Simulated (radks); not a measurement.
Br4+, 31 electrons, occupied as [Ar] 3d10 4s2 4f1 (not the ground configuration). Calculated with a radial shooting solver on a logarithmic mesh with Libxc functionals: scalar-relativistic Kohn-Sham, PBE, spin-polarised, spherical densities, point nucleus; open shells are filled with parallel spins first.

Normalised radial functions P(r) = r R(r), r in bohr:

| r | 4s down |
|---|---|
| 0.006798 | 0.1127 |
| 0.01039 | 0.1475 |
| 0.01587 | 0.1769 |
| 0.02426 | 0.1805 |
| 0.03706 | 0.1260 |
| 0.05664 | -0.0144 |
| 0.08654 | -0.2111 |
| 0.1322 | -0.3108 |
| 0.2021 | -0.0999 |
| 0.3088 | 0.3482 |
| 0.4718 | 0.4550 |
| 0.721 | -0.1565 |
| 1.102 | -0.8637 |
| 1.684 | -0.8218 |
| 2.552 | -0.3028 |
| 3.9 | -0.0332 |
| 5.959 | -0.0006 |
| 9.106 | 0.0000 |

4s down: eigenvalue -71.800 eV, 3 radial nodes at r = 0.0547, 0.224, 0.665 bohr, <r> = 1.48 bohr, 90 % of the charge inside 2.14 bohr.
